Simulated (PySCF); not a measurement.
# [Pr(NH2)2]+: from a saddle point downhill

PySCF 2.14.0, RKS PBE0, Pr lcecp-1-SVP with ECP48, N def2-SVP, H def2-SVP; non-relativistic Hamiltonian with scalar-relativistic core potentials where named; density fitting; no spin-orbit coupling. Relaxed within the symmetry of its start, the geometry (C2v) is

```xyz
7

Pr    0.0000    0.0000   -0.2456
N     1.7658    0.0000    1.0199
H     2.1676   -0.8115    1.4982
H     2.1676    0.8115    1.4982
N    -1.7658    0.0000    1.0199
H    -2.1676    0.8115    1.4982
H    -2.1676   -0.8115    1.4982
```

and its lowest harmonic modes are -411, -398, 147, 330, 356, 520 cm⁻¹ (negative: unstable). It was moved along the lowest mode and relaxed again, within the group Cs that the move left.

(1) Where does it end, and how much lower?

(2) How do the contacts change?

(3) Is the end a minimum?

An lcecp potential fixes the number of 4f electrons, so in runs with it no electron can move into or out of that shell.

State: singlet in the valence, with the 4f electrons in the core potential.

## Answers

(1) In C2v, 0.534 eV lower, after 16 steps:
```xyz
7

Pr    0.0000    0.7688    0.0129
N     1.7206    0.0290    1.0782
H     1.6641   -0.5561    1.9173
H     2.7183    0.1563    0.8915
N    -1.7206    0.0290    1.0782
H    -2.7183    0.1563    0.8915
H    -1.6641   -0.5561    1.9173
```

(2) 
```csv
contact,saddle (Å),end (Å)
Pr1–N2 (NH2),2.172,2.155
Pr1–N5 (NH2),2.172,2.155
```


(3) Yes; lowest modes 125, 251, 257, 359, 433, 586 cm⁻¹.
